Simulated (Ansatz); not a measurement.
Reaction (ligand exchange at the Si–C bond): `NC1([SiH3])CO1` + `[OH][InH][Cl]` → `[SiH3][O][InH][Cl]` + `NC1CO1`

Program: Ansatz. Geometries: PBE0-D4/def2-TZVP. ΔE: electronic, gas phase. CCSD(T)/CBS is the MP2 limit (def2-TZVPP, def2-QZVPP) plus CCSD(T) − MP2 in def2-TZVPP, frozen cores. Elements past krypton have def2 core potentials. For In outer-core shells are correlated without core-valence functions, which leaves a few kJ/mol of doubt a bond. One conformer a species, not always the lowest.

| species | CCSD(T)/CBS(def2) energy (Eh) |
| --- | --- |
| `NC1([SiH3])CO1` | -499.21288 |
| `[OH][InH][Cl]` | -726.02900 |
| `[SiH3][O][InH][Cl]` | -1016.34767 |
| `NC1CO1` | -208.93796 |

**Question.** Work out ΔE.

**Answer.** ΔE = (-1016.34767) + (-208.93796) − (-499.21288) − (-726.02900) = -0.04375 Eh = -114.9 kJ/mol.

Largest T1 diagnostic among the species: 0.015.

From r2SCAN to r2SCAN0 (25 % exact exchange), in def2-TZVPP and without D4, ΔE moves by −6.1 kJ/mol. Leaving LDA and LC-ωPBE aside and taking each functional with its dispersion term where it has one, the values, not all of them listed here, spread over 35.3 kJ/mol, from BHLYP-D4 to revPBE-D4. LDA lies +3.5 kJ/mol from PBE without D4.
